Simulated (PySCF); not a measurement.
# Trend along the chalcogens: MB anions

CCSD(T) with double-zeta basis sets in PySCF, for the lowest determinant that a PBE0 search found; no spin–orbit coupling. De refers to high-spin ground-configuration atoms (the charge goes to the atom of lower measured ionisation energy or higher electron affinity, which is not always the lowest computed limit).

```csv
M,basis,"reference, frozen orbitals",charged atom,state (unpaired electrons),Re (Å),ωe (cm⁻¹),De (eV)
O,def2-SVPD,"RHF, 2",O−,singlet (closed shell),1.251,1696,n/a
S,aug-cc-pVDZ/aug-cc-pV(D+d)Z,"RHF, 6",S−,singlet (closed shell),1.716,971,n/a
Se,aug-cc-pVDZ-DK,"RHF, 10",Se−,singlet (closed shell),1.856,794,n/a
Te,aug-cc-pVDZ/aug-cc-pVDZ-PP,"RHF, 5",Te−,singlet (closed shell),2.097,651,n/a
```

The shortest bond is that of BO⁻ (1.251 Å), the longest that of BTe⁻ (2.097 Å).

The rows differ in basis set, which adds steps of its own.

Relativity is treated differently too: O no relativity; S no relativity; Se spin-free X2C; Te scalar-relativistic core potentials.

De is n/a where a free atom or ion gave no sound limit at this level.

Down a group bonds as a rule get longer and wavenumbers fall, partly through the reduced mass; this series shows no clear exception.

Correlated steps freeze the inner cores (2 to 10 orbitals); shallow outer-core shells are correlated. Spin–orbit coupling is left out, which matters for elements this heavy, above all for dissociation energies. The CCSD T1 diagnostic is raised in BO⁻, BS⁻, BTe⁻, a sign that a single reference may not be enough there.
